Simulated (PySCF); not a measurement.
Working out the ionisation energy of Au+

Au+ [Xe] 4f14 5d10 (1S) → Au(2+) [Xe] 4f14 5d9 (2D). Calculation: PySCF 2.14, in aug-cc-pVDZ-PP with ECP60MDF; a scalar-relativistic core potential. Frozen: 5s2 5p6. Energies in hartree (1 hartree = 27.21139 eV):

```
             part  Au+ (lower)  Au(2+) (upper)
              UHF  -134.498460     -133.800562
MP2 opposite-spin    -0.177276       -0.134130
    MP2 same-spin    -0.094233       -0.072531
```

What does Hartree-Fock give?

(-133.800562) − (-134.498460) = 0.697898 hartree = 18.991 eV.

What do MP2 and SCS-MP2 (6/5 opposite-spin, 1/3 same-spin) give?

The opposite-spin parts differ by 1.174 eV and the same-spin parts by 0.591 eV. MP2: 18.991 + (1.174) + (0.591) = 20.756 eV. SCS-MP2: 18.991 + 1.2 × (1.174) + (0.591)/3 = 20.597 eV.

Reference: 20.203 ± 0.025 eV (measured; NIST Atomic Spectra Database, ionization energies), between the lowest levels; spin-orbit coupling is absent from the calculation.

A double-zeta basis recovers only part of the correlation energy.

What remains against the reference includes basis incompleteness, the frozen core and correlation beyond second order.
